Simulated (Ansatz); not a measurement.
Ansatz (an electronic-structure program) input (CCSD(T,core; 1s of Na to Cl frozen)/cc-pwCVTZ):
A basis named .json is the Basis Set Exchange file of that set.

Ansatz 0.2 input:
```yaml
crystal:
  periodic: [false, false, false]
  atoms:
    - {symbol: Si, position_ang: [-0.02011609, -0.27959450, -0.28456747]}
    - {symbol: F, position_ang: [-0.50595615, -1.06363390, 1.04650347]}
    - {symbol: N, position_ang: [-0.99525930, 1.03488556, -0.76654242]}
    - {symbol: N, position_ang: [1.49898005, 0.37910508, 0.17371437]}
    - {symbol: H, position_ang: [-1.82600437, 0.90765839, -1.31989371]}
    - {symbol: H, position_ang: [-0.99689172, 1.90693749, -0.25623849]}
    - {symbol: H, position_ang: [2.10560996, -0.14580123, 0.78561337]}
    - {symbol: H, position_ang: [2.02647145, 0.92029915, -0.49427159]}
basis:
  gaussian:
    orbitals: cc-pwCVTZ.json
magnetization: {spin_polarized: true, initial_magnetization: 1}
correlation: {method: ccsd_t, frozen_orbitals: {F: 0, H: 0, N: 0, Si: 1}}
```

End of the output:

```
integrals: 2.41 GiB planned
1420 factors; integrals over basis functions are off by at most 9.9e-4 eV
mean field: 1.14 GiB planned
mean field evaluation 1: about -13595.4887 eV, gradient 3.4e1 eV
mean field evaluation 2: about -13595.4929 eV, gradient 3.4e1 eV
mean field evaluation 4: about -13600.2302 eV, gradient 2.7e0 eV
mean field evaluation 8: about -13600.3319 eV, gradient 1.8e-1 eV
mean field evaluation 16: about -13600.3175 eV, gradient 7.7e-1 eV
mean field -13600.33255303 eV, -499.8030026873 hartree, gradient 5.1e-6 eV, S^2 0.753736; 0 other end points of the search recorded, 0 dependent functions left out
1 core orbitals not correlated
reference -13600.33255303 eV, -499.8030026873 hartree; 20, 19 occupied and 223, 224 virtual orbitals, 1420 factors
second order -32.63197871 eV of doubles, -0.00000000 eV of singles
coupled cluster: 7.60 GiB planned
cycle   1  -32.69486576 eV  change   -6.3e-2 eV  update   9.1e-2
cycle   2  -33.19091386 eV  change   -5.0e-1 eV  update   2.7e-2
cycle   3  -33.30417452 eV  change   -1.1e-1 eV  update   1.5e-2
cycle   4  -33.29037564 eV  change    1.4e-2 eV  update   5.2e-3
cycle   5  -33.28621283 eV  change    4.2e-3 eV  update   2.7e-3
cycle   6  -33.28808287 eV  change   -1.9e-3 eV  update   1.1e-3
cycle   7  -33.28808347 eV  change   -6.0e-7 eV  update   4.6e-4
cycle   8  -33.28801808 eV  change    6.5e-5 eV  update   1.9e-4
cycle   9  -33.28807130 eV  change   -5.3e-5 eV  update   7.6e-5
cycle  10  -33.28804576 eV  change    2.6e-5 eV  update   3.3e-5
perturbative correction -0.89319848 eV, -0.0328244385 hartree
Total energy: -13634.51379727 eV, -501.0591402441 hartree
```

It need not be the lowest isomer of its formula.
